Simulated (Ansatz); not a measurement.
Species: BGeH4, charge 0, doublet. BGeH4 (SMILES [BH][GeH3], doublet).
B3LYP-D3(BJ)/def2-TZVP minimum from Ansatz (a first-principles code):
```
Ge
H 1 1.5389
H 1 1.5432 2 107.65
H 1 1.5456 2 108.01 3 -116.29
B 1 2.0408 2 110.93 3 115.86
H 5 1.1869 1 136.97 2 141.72
```
Charge 0, spin multiplicity 2.

Total energies in aug-cc-pVDZ, 11 correlated electrons, 15 frozen orbitals. Radicals and triplets start from unrestricted determinants; spin-orbit coupling is neglected. Correlated methods leave the cores frozen (noble-gas shells, and filled d and f shells in the p block). No relativity.

| method | program | energy (Eh) | minus CCSDT(Q) (mEh) |
|---|---|---|---|
| HF | Ansatz | -2102.25185 | 214.84 |
| MP2 | Ansatz | -2102.41787 | 48.82 |
| CCSD | Ansatz | -2102.46012 | 6.57 |
| CCSD(T) | Ansatz | -2102.46531 | 1.37 |
| CCSDT(Q) | Ansatz | -2102.46669 | 0.00 |

Rough core times of Ansatz's runs on a shared machine: CCSD(T) under 20 s, CCSDT(Q) 20 min.
